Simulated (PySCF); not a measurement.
The third ionisation energy along group 6

Calculated with PySCF 2.14 from differences of total energies of unrestricted determinants, without spin-orbit coupling. Values in eV. The last column holds reference values (NIST; (s) semi-empirical, (t) theoretical, else measured). Unmarked ones compare directly (S terms, centres of terms, or small fine structure); those marked * lie between the lowest fine-structure levels and include a spin-orbit shift.

```csv
element,configurations,UHF,MP2 (valence),CCSD(T) (valence),PBE,PBE0,r2SCAN,reference
"Cr (x2c-TZVPPall with one added diffuse shell each of s, p, d, f type, spin-free X2C)",[Ar] 3d4 → [Ar] 3d3,29.673,30.301,30.371,31.474,31.279,31.049,30.959 ± 0.025 *
"Mo (x2c-TZVPPall with one added diffuse shell each of s, p, d, f type, spin-free X2C)",[Kr] 4d4 → [Kr] 4d3,26.083,26.612,26.683,27.462,27.359,27.244,27.13 ± 0.12 (s) *
"W (x2c-TZVPPall with one added diffuse shell each of s, p, d, f type, spin-free X2C)",[Xe] 4f14 5d4 → [Xe] 4f14 5d3,24.768,25.602,25.720,26.021,25.914,25.805,26 ± 0.4 (s) *
```

"Valence" correlates the outer s and p shells and, in groups 3 to 12 and the f block, the outer d or f shell, open or full, or the next shell where the ion has no valence electron left; the wider scheme adds the next inner shell.
